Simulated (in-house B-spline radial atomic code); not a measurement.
## Ionising the sulfur ion S⁶⁺ with different functionals

Computed with an all-electron radial atomic-structure program (B-spline basis): non-relativistic Hamiltonian, point nucleus, spin-polarised at highest spin, spherical fractional occupations for the functionals, the average over the highest-spin determinants for Hartree-Fock. The ionisation energy is the difference of two self-consistent energies, [He] 2s2 2p6 → [He] 2s2 2p5, without Breit or QED terms; ε is the level of the shell that loses the electron (its least bound occupied spin orbital).

Hybrids are left out here: with spherical fractional occupations of an open shell their exact exchange keeps a self-interaction that integer-occupation calculations don't have.

```
           method          rung  ΔSCF (eV)  -ε(2p) (eV)
     Hartree-Fock  Hartree-Fock          ?            ?
         LDA VWN5           LDA          ?            ?
         LDA PW92           LDA     281.21       257.92
LDA exchange-only           LDA     278.71       255.54
              PBE           GGA     281.30       258.01
           PBEsol           GGA     280.99       257.72
             BLYP           GGA     281.38       258.09
             RPBE           GGA     281.23       257.96
             PW91           GGA     281.59       258.28
             BP86           GGA     281.49       258.17
             AM05           GGA     280.90       257.64
             OLYP           GGA     281.99       258.87
             TPSS      meta-GGA     281.81       258.61
             SCAN      meta-GGA     283.44       260.67
           r2SCAN      meta-GGA     283.29       260.51
            M06-L      meta-GGA     283.37       260.70
          revTPSS      meta-GGA     281.47       258.33
```

Problem. What does LDA VWN5 give?

Solution. ΔSCF 281.22 eV, and -ε(2p) = 257.93 eV.

Problem. What does Hartree-Fock give?

Solution. ΔSCF 279.71 eV, and -ε(2p) = 282.81 eV.

Problem. How do they compare with the NIST value?

Solution. NIST lists 280.95 eV ± 0.007 (measured, ground level to ground level). Errors run from -2.24 to +2.49 eV; PBEsol is closest (+0.03 eV), but part of that can be cancellation, since the calculations leave out relativity, Breit-QED terms, multiplet and fine-structure energies. Hartree-Fock also lacks correlation.
